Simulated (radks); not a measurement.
Results of a calculation; reference values are marked as such.
Ionisation of the thulium ion Tm4+, [Xe] 4f11, to Tm5+, [Kr] 4d10 4f11 5s2 5p5, under several functionals. Dirac Kohn-Sham, spin-unpolarised, spherical densities, point nucleus; open shells fill j = l - 1/2 first; a radial shooting solver on a logarithmic mesh with Libxc functionals.

functional  E(Tm4+) (hartree)  Exc (hartree)  IE (eV)  -e(HOMO) (eV)  <r> HOMO (bohr)
PBEsol            -13574.6001      -280.6414   78.244         55.987           0.7172
revPBE            -13579.2242      -285.3141   78.135         55.859           0.7173
HCTH/407          -13586.9170      -293.3374   78.762         57.293           0.7114
AM05              -13570.7449      -276.7554   78.252         56.050           0.7170

The Delta-SCF values span 0.63 eV, the total energies 16.17 hartree. The highest occupied level is 4f7/2.
